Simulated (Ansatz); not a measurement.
Calculated with Ansatz (gas phase, PBE0-D4/def2-TZVP geometries, no zero-point term in ΔE). CBS: MP2 limit from def2 TZ/QZ plus the TZ coupled-cluster correction, frozen cores. This one scheme is used for every species. For Br, Mg outer-core shells are correlated without core-valence functions, which leaves a few kJ/mol of doubt a bond. Scalar relativity is left out up to krypton. One conformer a species, not always the lowest.

Consider the ligand exchange at a Mg–S bond: `C[O][Mg][S]C` + HBr → `C[O][Mg][Br]` + CH₃SH.

```
       species  CCSD(T)/CBS(def2) energy (Eh)
`C[O][Mg][S]C`                     -752.62542
           HBr                    -2573.91920
`C[O][Mg][Br]`                    -2888.35255
         CH₃SH                     -438.22835
```

Task: Work out ΔE.

Result: ΔE = (-2888.35255) + (-438.22835) − (-752.62542) − (-2573.91920) = -0.03628 Eh = -95.3 kJ/mol.

Largest T1 diagnostic among the species: 0.010.

In def2-TZVPP, CCSD(T) changes the Hartree–Fock value by +22.3 kJ/mol (the triples alone add +3.3 kJ/mol) and MP2 by +21.2 kJ/mol. From BLYP to BHLYP (50 % exact exchange), in def2-TZVPP and without D4, ΔE moves by −13.6 kJ/mol. Leaving LDA and LC-ωPBE aside and taking each functional with its dispersion term where it has one, the values, not all of them listed here, spread over 16.6 kJ/mol, from BHLYP-D4 to revPBE-D4.
